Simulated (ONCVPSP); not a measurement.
## Configuration tests for oxygen (O) (ONCV)

```
Element                 : oxygen
Generator               : ONCVPSP 4.0.1
Type                    : optimised norm-conserving Vanderbilt (ONCV)
Functional              : PBE
Relativity              : scalar-relativistic
Frozen core             : [He]
Valence charge          : 6
Reference configuration : 2s2 2p4
Partial waves           : 2s: rc 0.60 bohr, ncon 4, nbas 7, qcut 9.7 1/bohr, 3 projectors, debl 2.3 Ha; 2p: rc 1.45 bohr, ncon 5, nbas 9, qcut 8.4 1/bohr, 2 projectors, debl 2.4 Ha
Local potential         : polynomial inside 0.60 bohr (lpopt 4, dvloc0 2 Ha)
Core correction         : none
```

Energies are relative to the spin-unpolarised reference configuration 2s2 2p4; without spin polarisation the order of configurations can differ from experiment.

Task: Give the all-electron excitation energy and the error of the potential for: 2s2 2p3; 2s2 2p2; 2s2 2p1; 2s2 2p0.

Result:

| valence configuration | charge | ΔE all-electron (eV) | error AE − PS (meV) |
| --- | --- | --- | --- |
| 2s2 2p3 | +1 | 16.431 | +19 |
| 2s2 2p2 | +2 | 50.017 | +163 |
| 2s2 2p1 | +3 | 103.885 | +667 |
| 2s2 2p0 | +4 | 180.790 | +1970 |

Note: ghosts flagged at negative energy: s at -538.6 eV; GHOST(+) flags only above 600 eV. A true bound ghost makes a file unfit for plane-wave use.
